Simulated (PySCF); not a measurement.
## Electron correlation in Tl²⁺ (thallium, charge +2)

Starting occupation: [Xe] 4f14 5d9 6s2, 5d3/2 with m_j = -3/2, -1/2, +1/2, +3/2, 5d5/2 with m_j = -3/2, -1/2, +1/2, +3/2, +5/2. Calculation: PySCF 2.14, in x2c-TZVPall-2c; X2C-1e with screened-nucleus spin-orbit coupling, Gaussian nucleus. Frozen: [Kr] 4d10 4f14; 19 electrons correlated; the 24 highest virtual spinors left out.

MP2 pair energies summed by pair of shells (mhartree):

```
       pair  energy  share (%)
5d3/2-5d5/2  -92.63       20.7
5d5/2-5d5/2  -52.78       11.8
5d5/2-6s1/2  -50.72       11.4
5d3/2-6s1/2  -39.03        8.7
5d5/2-5p3/2  -38.10        8.5
5d3/2-5d3/2  -32.62        7.3
5d3/2-5p3/2  -28.97        6.5
6s1/2-6s1/2  -19.78        4.4
5p3/2-5p3/2  -12.63        2.8
5d5/2-5p1/2  -12.41        2.8
5p3/2-6s1/2  -12.06        2.7
5p1/2-5p3/2  -10.86        2.4
5d3/2-5p1/2   -9.72        2.2
5p3/2-5s1/2   -8.15        1.8
5d5/2-5s1/2   -7.34        1.6
5d3/2-5s1/2   -5.96        1.3
5p1/2-5s1/2   -3.72        0.8
5p1/2-6s1/2   -3.06        0.7
5p1/2-5p1/2   -2.63        0.6
5s1/2-5s1/2   -2.17        0.5
5s1/2-6s1/2   -1.14        0.3
```

Total MP2 correlation energy: -446.50 mhartree.

This basis was not built for core-valence correlation, so the inner-shell part is incomplete.
